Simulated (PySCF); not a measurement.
Cl4OW, charge +1, doublet, geometry from GFN2-xTB (such geometries of metal compounds can be far from the true shape) (the multiplicity is a formal guess) (core potentials on W); DF-SVWN5/def2-SVP in PySCF.

Here is a job for PySCF.
```python
from pyscf import gto, scf, dft

mol = gto.Mole()
mol.atom = '''
    W     0.193124   -0.178957   -0.031959
    O     1.598712   -0.521249   -0.858230
    Cl    0.552707   -0.371550    2.094302
    Cl   -1.179723    1.025600   -1.593287
    Cl   -1.188584   -1.829558   -0.263852
    Cl    0.222607    2.199791    0.305827
'''
mol.basis = 'def2-svp'
mol.ecp = {'W': 'def2-svp'}
mol.charge = 1
mol.spin = 1
mol.verbose = 4
mol.build()

mf = dft.UKS(mol)
mf.xc = 'lda,vwn'
mf.DIIS = scf.EDIIS
mf = mf.density_fit(auxbasis='def2-universal-jkfit')
mf.kernel()
mf.analyze()
```

### Question
What does PySCF print? Leave out banner, timings and long lists.

### Answer

```
PySCF version 2.14.0

[INPUT] verbose = 4
[INPUT] num. atoms = 6
[INPUT] num. electrons = 89
[INPUT] charge = 1
[INPUT] spin (= nelec alpha-beta = 2S) = 1
[INPUT] symmetry False subgroup None
[INPUT] Mole.unit = angstrom
[INPUT] Symbol           X                Y                Z      unit          X                Y                Z       unit  Magmom
[...]
nuclear repulsion = 619.591802860997
number of shells = 50
number of NR pGTOs = 225
number of NR cGTOs = 118
basis = def2-svp
ecp = {'W': 'def2-svp'}

******** <class 'pyscf.df.df_jk.DFUKS'> ********
method = DFUKS
initial guess = minao
damping factor = 0
level_shift factor = 0
DIIS = <class 'pyscf.scf.diis.EDIIS'>
diis_start_cycle = 1
diis_space = 8
diis_damp = 0
SCF conv_tol = 1e-09
SCF conv_tol_grad = None
SCF max_cycles = 50
direct_scf = False
number electrons alpha = 45  beta = 44
XC library pyscf.dft.libxc version 7.1.2
    S. Lehtola, C. Steigemann, M. J. T. Oliveira, and M. A. L. Marques,  SoftwareX 7, 1–5 (2018)
XC functionals = lda,vwn
    P. A. M. Dirac,  Math. Proc. Cambridge Philos. Soc. 26, 376 (1930)
    F. Bloch,  Z. Phys. 57, 545 (1929)
    S. H. Vosko, L. Wilk, and M. Nusair,  Can. J. Phys. 58, 1200 (1980)
radial grids:
    Treutler-Ahlrichs [JCP 102, 346 (1995); DOI:10.1063/1.469408] (M4) radial grids

becke partition: Becke, JCP 88, 2547 (1988); DOI:10.1063/1.454033
pruning grids: <function nwchem_prune>
grids dens level: 3
symmetrized grids: False
atomic radii adjust function: <function treutler_atomic_radii_adjust>
small_rho_cutoff = 0
Set gradient conv threshold to 3.16228e-05
tot grids = 113912
init E= -1964.05558831976

cycle= 1 E= -1975.48241873984  delta_E= -11.4  |g|= 0.87  |ddm|= 5.28
cycle= 2 E= -1967.30701806438  delta_E= 8.18  |g|= 3.37  |ddm|= 3.26
cycle= 3 E= -1972.84197551106  delta_E= -5.53  |g|= 2.45  |ddm|= 4.03
cycle= 4 E= -1974.55149764765  delta_E= -1.71  |g|=  1.6  |ddm|=    1
cycle= 5 E= -1974.55149767806  delta_E= -3.04e-08  |g|=  1.6  |ddm|= 2.08e-08
cycle= 6 E= -1974.55149765983  delta_E= 1.82e-08  |g|=  1.6  |ddm|= 1.25e-08
cycle= 7 E= -1974.55149765618  delta_E= 3.66e-09  |g|=  1.6  |ddm|= 2.51e-09
cycle= 8 E= -1974.55149765894  delta_E= -2.76e-09  |g|=  1.6  |ddm|= 1.89e-09
cycle= 9 E= -1974.55149765999  delta_E= -1.05e-09  |g|=  1.6  |ddm|= 7.22e-10
cycle= 10 E= -1974.5514989603  delta_E= -1.3e-06  |g|=  1.6  |ddm|= 8.9e-07
cycle= 11 E= -1961.22194118578  delta_E= 13.3  |g|= 3.87  |ddm|= 4.23
cycle= 12 E= -1972.44574057858  delta_E= -11.2  |g|= 2.63  |ddm|= 4.76
cycle= 13 E= -1973.64368720189  delta_E= -1.2  |g|= 2.13  |ddm|= 1.02
cycle= 14 E= -1973.64368716934  delta_E= 3.25e-08  |g|= 2.13  |ddm|= 2e-08
cycle= 15 E= -1973.64368712195  delta_E= 4.74e-08  |g|= 2.13  |ddm|= 2.92e-08
cycle= 16 E= -1973.64368720207  delta_E= -8.01e-08  |g|= 2.13  |ddm|= 4.93e-08
cycle= 17 E= -1973.64368677845  delta_E= 4.24e-07  |g|= 2.13  |ddm|= 2.61e-07
cycle= 18 E= -1973.64368720205  delta_E= -4.24e-07  |g|= 2.13  |ddm|= 2.61e-07
cycle= 19 E= -1973.64368720207  delta_E= -1.73e-11  |g|= 2.13  |ddm|= 1.05e-11
cycle= 20 E= -1959.05860023951  delta_E= 14.6  |g|= 3.79  |ddm|= 4.61
cycle= 21 E= -1972.58938672569  delta_E= -13.5  |g|= 2.58  |ddm|= 4.86
cycle= 22 E= -1972.56655845135  delta_E= 0.0228  |g|= 2.62  |ddm|= 1.56
cycle= 23 E= -1973.25367364349  delta_E= -0.687  |g|= 2.33  |ddm|= 1.01
cycle= 24 E= -1973.25367386436  delta_E= -2.21e-07  |g|= 2.33  |ddm|= 1.48e-07
cycle= 25 E= -1973.25367372651  delta_E= 1.38e-07  |g|= 2.33  |ddm|= 1.79e-07
cycle= 26 E= -1973.25367364227  delta_E= 8.42e-08  |g|= 2.33  |ddm|= 2.49e-07
cycle= 27 E= -1973.25367364311  delta_E= -8.4e-10  |g|= 2.33  |ddm|= 3e-09
cycle= 28 E= -1973.25367364492  delta_E= -1.81e-09  |g|= 2.33  |ddm|= 2.08e-09
cycle= 29 E= -1957.45367213244  delta_E= 15.8  |g|= 3.99  |ddm|= 4.91
cycle= 30 E= -1971.99592538853  delta_E= -14.5  |g|=  2.7  |ddm|= 5.08
cycle= 31 E= -1962.84349495357  delta_E= 9.15  |g|=  4.8  |ddm|= 5.26
[...]
SCF not converged.
Total Energy =                       -1937.631890148385537
[...]
spin_pop of  0 W 7px       0.00066
spin_pop of  0 W 7py       0.01479
spin_pop of  0 W 7pz       0.00056
spin_pop of  0 W 5dxy      0.00025
spin_pop of  0 W 5dyz      0.00013
spin_pop of  0 W 5dz^2     0.00019
spin_pop of  0 W 5dxz      0.00105
spin_pop of  0 W 5dx2-y2    0.00015
spin_pop of  0 W 6dxy      0.00843
spin_pop of  0 W 6dyz      0.00252
spin_pop of  0 W 6dz^2     0.00093
spin_pop of  0 W 6dxz      0.03041
spin_pop of  0 W 6dx2-y2    0.00265
spin_pop of  0 W 5f-3      0.00153
spin_pop of  0 W 5f-2      0.00088
spin_pop of  0 W 5f-1      0.00035
spin_pop of  0 W 5f+0      0.00005
spin_pop of  0 W 5f+1      0.00060
spin_pop of  0 W 5f+2      0.00187
spin_pop of  0 W 5f+3      0.00029
spin_pop of  1 O 1s        0.00000
spin_pop of  1 O 2s        0.00219
spin_pop of  1 O 3s        0.00077
spin_pop of  1 O 2px       0.00754
spin_pop of  1 O 2py      -0.00001
spin_pop of  1 O 2pz       0.00166
spin_pop of  1 O 3px       0.00045
spin_pop of  1 O 3py       0.00019
spin_pop of  1 O 3pz       0.00098
spin_pop of  1 O 3dxy      0.00002
spin_pop of  1 O 3dyz      0.00008
spin_pop of  1 O 3dz^2     0.00002
spin_pop of  1 O 3dxz     -0.00000
spin_pop of  1 O 3dx2-y2    0.00017
spin_pop of  2 Cl 1s       -0.00000
spin_pop of  2 Cl 2s        0.00000
spin_pop of  2 Cl 3s        0.00008
spin_pop of  2 Cl 4s        0.00053
spin_pop of  2 Cl 2px      -0.00000
spin_pop of  2 Cl 2py      -0.00000
spin_pop of  2 Cl 2pz       0.00000
spin_pop of  2 Cl 3px       0.00009
spin_pop of  2 Cl 3py       0.00010
spin_pop of  2 Cl 3pz       0.00023
spin_pop of  2 Cl 4px       0.00228
spin_pop of  2 Cl 4py       0.00144
spin_pop of  2 Cl 4pz       0.00002
spin_pop of  2 Cl 3dxy      0.00084
spin_pop of  2 Cl 3dyz      0.00005
spin_pop of  2 Cl 3dz^2     0.00024
spin_pop of  2 Cl 3dxz      0.00049
spin_pop of  2 Cl 3dx2-y2   -0.00006
spin_pop of  3 Cl 1s        0.00000
spin_pop of  3 Cl 2s        0.00000
spin_pop of  3 Cl 3s        0.00039
spin_pop of  3 Cl 4s        0.01052
spin_pop of  3 Cl 2px      -0.00000
spin_pop of  3 Cl 2py       0.00000
spin_pop of  3 Cl 2pz      -0.00000
spin_pop of  3 Cl 3px       0.00054
spin_pop of  3 Cl 3py       0.00117
spin_pop of  3 Cl 3pz       0.00113
spin_pop of  3 Cl 4px       0.00131
spin_pop of  3 Cl 4py       0.00712
spin_pop of  3 Cl 4pz       0.00157
spin_pop of  3 Cl 3dxy      0.00118
spin_pop of  3 Cl 3dyz      0.00000
spin_pop of  3 Cl 3dz^2     0.00009
spin_pop of  3 Cl 3dxz      0.00291
spin_pop of  3 Cl 3dx2-y2   -0.00018
spin_pop of  4 Cl 1s        0.00000
spin_pop of  4 Cl 2s       -0.00000
spin_pop of  4 Cl 3s        0.00018
spin_pop of  4 Cl 4s        0.00030
spin_pop of  4 Cl 2px      -0.00001
spin_pop of  4 Cl 2py      -0.00001
spin_pop of  4 Cl 2pz      -0.00000
spin_pop of  4 Cl 3px       0.00010
spin_pop of  4 Cl 3py       0.00008
spin_pop of  4 Cl 3pz       0.00000
spin_pop of  4 Cl 4px       0.00015
spin_pop of  4 Cl 4py       0.00002
spin_pop of  4 Cl 4pz       0.00004
spin_pop of  4 Cl 3dxy      0.00013
spin_pop of  4 Cl 3dyz      0.00001
spin_pop of  4 Cl 3dz^2     0.00009
spin_pop of  4 Cl 3dxz      0.00000
spin_pop of  4 Cl 3dx2-y2    0.00001
spin_pop of  5 Cl 1s        0.00000
spin_pop of  5 Cl 2s        0.00000
spin_pop of  5 Cl 3s        0.00091
spin_pop of  5 Cl 4s        0.01106
spin_pop of  5 Cl 2px      -0.00000
spin_pop of  5 Cl 2py       0.00000
spin_pop of  5 Cl 2pz       0.00000
spin_pop of  5 Cl 3px       0.00274
spin_pop of  5 Cl 3py       0.00078
spin_pop of  5 Cl 3pz       0.00544
spin_pop of  5 Cl 4px       0.00044
spin_pop of  5 Cl 4py       0.00492
spin_pop of  5 Cl 4pz       0.00271
spin_pop of  5 Cl 3dxy      0.20888
spin_pop of  5 Cl 3dyz      0.08964
spin_pop of  5 Cl 3dz^2     0.06212
spin_pop of  5 Cl 3dxz      0.43432
spin_pop of  5 Cl 3dx2-y2    0.02793
In total            45.00000 | 44.00000

WARN: System has nonzero charge 1; the dipole moment is origin-dependent.
Location of origin: [0. 0. 0.]

Dipole moment(X, Y, Z, Debye): -65.53533, -157.69626, -9.01957
```

Convergence was not reached.
